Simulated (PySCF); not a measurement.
Ionisation energy of Ni¹⁵⁺ by level of theory

Ni¹⁵⁺ [Ne] 3s2 3p1 (2P) → Ni¹⁶⁺ [Ne] 3s2 (1S), as a difference of total energies. Computed with PySCF 2.14 in an even-tempered Gaussian basis (19 s from 0.93 bohr⁻², ratio 2.5; 12 p from 1.2 bohr⁻², ratio 2.5; 5 d from 6.3 bohr⁻², ratio 2.7; 4 f from 9.5 bohr⁻², ratio 2.7), with scalar relativity by spin-free X2C-1e. Correlated levels: outer shells: 1s2 frozen; virtual orbitals above 40 to 60 times the deepest correlated orbital energy dropped. The calculations carry no spin-orbit coupling.

| method | ionisation energy (eV) |
| --- | --- |
| UHF | 495.25 |
| LDA | 496.60 |
| PBE | 496.72 |
| PBE0 | 496.62 |
| r2SCAN | 496.70 |
| BHandHLYP | 496.71 |
| B2PLYP | 496.53 |
| MP2 (outer shells) | 495.80 |
| SCS-MP2 (outer shells) | 495.71 |

Question: How much does correlation contribute at MP2 (outer shells)?

Answer: 495.80 − (495.25) = 0.55 eV, measured against UHF.

A first-order spin-orbit estimate (lowest level to lowest level, LS coupling) adds 2.211 eV.

For comparison: 495.4 ± 1.7 eV (semi-empirical (NIST evaluation); NIST Atomic Spectra Database, ionization energies).
